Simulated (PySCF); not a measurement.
Species: B2H5Sb.
Bonds: B1–B2, B2–Sb3. Hydrogens: H4, H5 on B1; H6 on B2; H7, H8 on Sb3.

Level of theory: PBE0-D3(BJ)/def2-SVP geometry optimisation, gas phase, def2 core potentials past Kr in PySCF.

**Question.** What internal coordinates does the optimisation give?

**Answer.** 
| bond | length (Å) |
| --- | --- |
| B1–B2 | 1.606 |
| B2–Sb3 | 2.288 |
| B1–H4, B1–H5 | 1.213 |
| B2–H6 | 1.200 |
| Sb3–H7 | 1.716 |
| Sb3–H8 | 1.726 |

Bonds in one row agree within 0.01 Å and their mean is given. A selection of angles:
| angle | degrees |
| --- | --- |
| B2–B1–H4 | 120.2 |
| B2–B1–H5 | 121.7 |
| H4–B1–H5 | 117.7 |
| B1–B2–Sb3 | 92.9 |
| B1–B2–H6 | 148.0 |
| Sb3–B2–H6 | 119.1 |
| B2–Sb3–H7 | 89.6 |
| B2–Sb3–H8 | 91.7 |
| H7–Sb3–H8 | 92.2 |

B1 (three-coordinate boron) is planar (angles 121.7°, 120.2° and 117.7°, sum 359.7°, 0.04 Å off the plane of its three neighbours). B2 (three-coordinate boron) is planar (angles 148.0°, 119.1° and 92.9°, sum 360.0°, 0.02 Å off the plane of its three neighbours). Sb3 (antimony bonded to B and 2 H) is pyramidal (angles 92.2°, 91.7° and 89.6°, sum 273.5°, 1.05 Å off the plane of its three neighbours).

Stationary, but not proved a minimum. One conformer, not necessarily the lowest (B1–B2–Sb3–H 98° and 6°).
